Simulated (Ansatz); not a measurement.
Geometry optimisation, RKS PBE/cc-pVDZ in Ansatz 0.2.0.

The input (input.yaml):

```yaml
crystal:
  periodic: [false, false, false]
  atoms:
    - { symbol: B, position_ang: [0.0, 0.0, 0.0] }
    - { symbol: H, position_ang: [0.0, 0.0, 1.54] }
    - { symbol: F, position_ang: [1.1431, 0.0, -0.66] }
    - { symbol: "N", position_ang: [-1.3423, 0.0, -0.775] }
    - { symbol: H, position_ang: [-2.0112, -0.8164, -0.6764] }
    - { symbol: H, position_ang: [-1.5914, 0.8164, -1.4036] }
    - { symbol: F, position_ang: [-0.2026, 1.5239, 0.5108] }
    - { symbol: H, position_ang: [-0.1143, 0.86, 1.4996] }
basis:
  gaussian: { orbitals: cc-pVDZ }
hamiltonian:
  xc: pbe
relax:
  f_tol: 0.15
  max_steps: 25
  restrain:
    - { distance: [0, 6], at: 2.52, k: 30.0 }
    - { distance: [7, 1], at: 1.86, k: 30.0 }
    - { distance: [0, 1], at: 1.19, k: 30.0 }
    - { distance: [7, 6], at: 0.92, k: 30.0 }
```

Run as:

```bash
$ ansatz run input.yaml --threads 1 --pin off --max-ram 2048MiB --backend cpu --events-out ev --progress --plain --runs-dir out
```

Task: Where does it end, and by what steps?

Result: The forces met the threshold. The restraints hold the end off the free minimum. After 8 steps the energy has fallen by 2.873 eV (the restraints' own energy left out); H6 moved furthest, 0.87 Å. Parted: B1–F7 (1.62 → 2.53 Å). Joined: B1–H2 (1.54 → 1.20 Å), F7–H8 (1.19 → 0.93 Å).

```
step  energy less start (eV)  largest force component (eV/Å)  accepted
   0                  0.0000                           4.374       yes
   1                 -0.9028                           3.271       yes
   2                 -1.5745                           2.356       yes
   3                 -2.0044                           2.362       yes
   4                 -2.4624                           1.022       yes
   5                 -2.6841                           0.936       yes
   6                 -2.8181                           0.648       yes
   7                 -2.8688                           0.498       yes
   8                 -2.8732                           0.516       yes
```

```xyz
8
Properties=species:S:1:pos:R:3
B -0.098 -0.125 -0.092
H -0.071 -0.483 1.058
F 1.071 0.185 -0.714
N -1.290 -0.192 -0.820
H -2.182 -0.437 -0.392
H -1.348 0.084 -1.802
F -0.138 2.072 1.154
H -0.061 1.281 1.643
```

Time of the run: 16 s on 1 thread of Arm Neoverse V2, on a shared host, peak memory 0.13 GiB.
